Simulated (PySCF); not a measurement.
CHF, SMILES [CH]F (connectivity only; charge and spin as stated), neutral, multiplicity 1. Coordinates come from a B3LYP-D3(BJ)/def2-TZVPD optimisation. The isomer is the one that the SMILES or the coordinates give; other isomers of the formula were not compared.

TDA-CAM-B3LYP/def2-TZVPD (PySCF) puts the lowest singlet excitations at 2.41, 6.62, 7.61, 8.44, 8.62, 8.68 eV.

**Question.** What are the lowest excitation roots from ADC(2)/aug-cc-pVDZ (PySCF)? (Estimate from the structure and the level; the computed values follow.)

**Answer.** 2.36, 6.63, 7.43, 8.22, 8.31, 8.48 eV. S1 differs by -0.05 eV (second minus first; roots are paired by order, and the bases may differ).
